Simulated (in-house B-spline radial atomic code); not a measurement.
A run on an ion of nuclear charge 43 with 43.8 electrons that did not converge. Method: scalar-relativistic (X2C) TPSS, spin-polarised, spherical fractional occupations, Fermi nucleus of rms radius 4.41117 fm; computed with a B-spline radial code for spherical atoms.

Command:
```bash
python run_scf.py task.json out
```
Settings (nuclear radius in fm, mass in u):
```
Z                43
configuration    [Kr] 4d5.8 5s2
hamiltonian      x2c
method           tpss,tpss
spin_polarised   True
nucleus          fermi
rms_radius       4.41117
atomic_mass      96.90636
speed_of_light   137.035999084
```

First and last ten iterations of the last attempt (damped for 15 steps, keeping 80 % of the old Fock matrix, then DIIS):
```
 iter        energy (Eh)    residual
    1       -4285.102197    6.42e-02
    2       -4284.971503    5.51e-02
    3       -4285.114705    3.02e-02
    4       -4285.167797    1.61e-02
    5       -4285.185464    9.49e-03
    6       -4285.191053    5.54e-03
    7       -4285.192937    3.79e-03
    8       -4285.106636    2.31e-02
    9       -4285.176520    1.34e-02
   10       -4285.189641    6.13e-03
  111       -4285.102671    2.21e-02
  112       -4285.098858    2.28e-02
  113       -4285.095550    2.32e-02
  114       -4285.095217    2.33e-02
  115       -4285.191606    4.77e-03
  116       -4285.191662    4.72e-03
  117       -4285.191738    4.66e-03
  118       -4285.112132    2.04e-02
  119       -4285.112521    2.03e-02
  120       -4285.115098    1.98e-02
 not converged after 120 iterations
```

The smallest residual met was 2.0e-03; the threshold is about 4e-07. No energy from this run should be used. The likely cause: this method binds the added charge weakly or not at all at the basis-set limit, so charge moves back and forth between the atom and the box. Cost of the run: 3.8 s on 1 thread of Arm Neoverse V1, on a shared host.
